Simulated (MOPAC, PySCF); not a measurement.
C$_{3}$H$_{5}$N, SMILES `NC1=CC1`, neutral singlet in the gas phase. 

Cartesian coordinates (Å):
SMILES: NC1=CC1
```xyz
9

N      1.5730     0.1326    -0.0832
C      0.2237     0.1716     0.0562
C     -0.8780     0.7564     0.4031
C     -1.0059    -0.5678    -0.3254
H      2.1148     0.7579     0.4922
H      1.9853    -0.7753    -0.2186
H     -1.4128     1.5848     0.8244
H     -1.3165    -0.5902    -1.3728
H     -1.2835    -1.4701     0.2241
```
Charge 0, spin multiplicity 1.

All levels are single points at this geometry (B3LYP-D3(BJ)/def2-TZVP); Pople sets use spherical d functions. Orbital energies aren't observables, and empty levels follow the basis.

| level | HOMO (eV) | LUMO (eV) | gap (eV) | dipole (D) | vertical IE, Delta-SCF (eV) |
|---|---|---|---|---|---|
| B3LYP-D3(BJ)/def2-TZVP in PySCF | -5.67 | 0.63 | 6.30 | 2.04 | – |
| PBE-D3(BJ)/def2-TZVP in PySCF | -4.73 | 0.14 | 4.88 | 2.11 | – |
| B3LYP/6-31G* in PySCF | -5.31 | 1.76 | 7.07 | 2.14 | 7.87 |
| PBE/6-31G* in PySCF | -4.35 | 0.95 | 5.30 | 2.21 | 7.77 |
| HF/3-21G in PySCF | -8.16 | 6.20 | 14.36 | 2.15 | – |
| HF/6-31G* in PySCF | -8.23 | 5.93 | 14.16 | 2.01 | 6.95 |
| HF/STO-3G in PySCF | -6.55 | 9.81 | 16.37 | 1.80 | – |
| PM3 in MOPAC | -8.37 | 1.30 | 9.68 | 1.61 | – |
| PM7 in MOPAC | -8.74 | 1.13 | 9.87 | 2.27 | – |
